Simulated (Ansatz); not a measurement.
Basis-set extrapolation for C₂H₈BNO, SMILES `CBNCO` (PBE0-D4/def2-TZVP geometry, frozen core, the Gaussian-basis code of Ansatz). Multiplicity 1, RHF reference.

|  | def2-TZVPP | def2-QZVPP |
| --- | --- | --- |
| HF | -234.529030 | -234.540346 |
| MP2 correlation | -0.904535 | -0.967654 |
| CCSD(T) correlation | -0.982143 | not run |

Energies in hartree. Use E(X) = E(∞) + A·exp(−7.88·√X) for Hartree–Fock and E(X) = E(∞) + B·X^(−2.97) for correlation, with X = 3 and 4, and add CCSD(T) minus MP2 of the smaller set to the MP2 limit.

Problem. What is the CCSD(T) energy at the basis-set limit?

Solution. HF limit: -234.540346 + (-0.011316) × 0.13774 = -234.54190. MP2 limit: -0.967654 + (-0.063119) × 0.74074 = -1.01441. Higher-order term: -0.982143 − (-0.904535) = -0.07761. Total: -235.63392 hartree, 77.0 kcal/mol below CCSD(T)/def2-TZVPP.
